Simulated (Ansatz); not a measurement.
**C3H10OSi (trimethylsilanol): methods side by side**

C3H10OSi has 15 atoms, charge 0, and is taken as a singlet. SMILES: `C[Si](C)(C)O`. The coordinates come from a PBE0-D4/def2-TZVP relaxation. This is one conformer, not always the lowest.

Each level gives the HOMO–LUMO gap (eV). The values are calculated.

```json
{"level": "HF/6-31G* (spherical functions)", "kind": "Hartree–Fock", "program": "Ansatz", "value (eV)": "16.51", "CPU time": "4.5 s"}
{"level": "SVWN5/6-31G* (spherical functions)", "kind": "LDA", "program": "Ansatz", "value (eV)": "6.99", "CPU time": "7.4 s"}
{"level": "BLYP/6-31G* (spherical functions)", "kind": "GGA", "program": "Ansatz", "value (eV)": "6.97", "CPU time": "11 s"}
{"level": "revPBE/6-31G* (spherical functions)", "kind": "GGA", "program": "Ansatz", "value (eV)": "7.15", "CPU time": "11 s"}
{"level": "CAM-B3LYP/6-31G* (spherical functions)", "kind": "range-separated hybrid", "program": "Ansatz", "value (eV)": "11.94", "CPU time": "14 s"}
{"level": "HSE06/6-31G* (spherical functions)", "kind": "range-separated hybrid", "program": "Ansatz", "value (eV)": "8.80", "CPU time": "14 s"}
{"level": "wB97X/6-31G* (spherical functions)", "kind": "range-separated hybrid", "program": "Ansatz", "value (eV)": "14.20", "CPU time": "47 s"}
{"level": "PBE-QIDH/6-31G* (spherical functions)", "kind": "double hybrid", "program": "Ansatz", "value (eV)": "13.82", "CPU time": "19 s"}
```

The values span 6.97 to 16.51 eV. Orbital gaps aren't excitation energies, and those of double hybrids come from the SCF part alone; they tend to grow with the share of exact exchange. CPU times are rough (shared hosts, several kinds of processor and program).
